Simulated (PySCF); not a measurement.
C₂H₇S, SMILES [SH+](C)C, charge +1. Atoms are numbered in the order given.

```xyz
10

C     -0.0276     0.5222    -1.4363
S      0.1047    -0.5927     0.0000
C     -0.0276     0.5222     1.4363
H     -0.8945     1.1871    -1.3322
H     -0.1114    -0.1170    -2.3262
H      0.9130     1.0889    -1.4736
H     -1.1567    -1.1023     0.0000
H     -0.8945     1.1871     1.3322
H     -0.1114    -0.1170     2.3262
H      0.9130     1.0889     1.4736
```
Charge +1, spin multiplicity 1.

Geometry: B3LYP-D3(BJ)/def2-SVP. The isomer is the one that the SMILES or the coordinates give; other isomers of the formula were not compared.

Calculation: PySCF with r2SCAN/def2-TZVPD.

Mulliken values depend strongly on the basis, most of all with diffuse functions as here. ESP charges are fitted to the potential on shells at 1.4 to 2.0 van der Waals radii. Atomic charges (e):

```tsv
atom	IAO	Mulliken	ESP fit
C1	-0.53	-0.48	-0.52
S2	0.64	0.13	0.29
C3	-0.53	-0.48	-0.52
H4	0.20	0.27	0.23
H5	0.22	0.26	0.25
H6	0.21	0.26	0.27
H7	0.15	0.27	0.24
H8	0.20	0.27	0.23
H9	0.22	0.26	0.25
H10	0.21	0.26	0.27
```
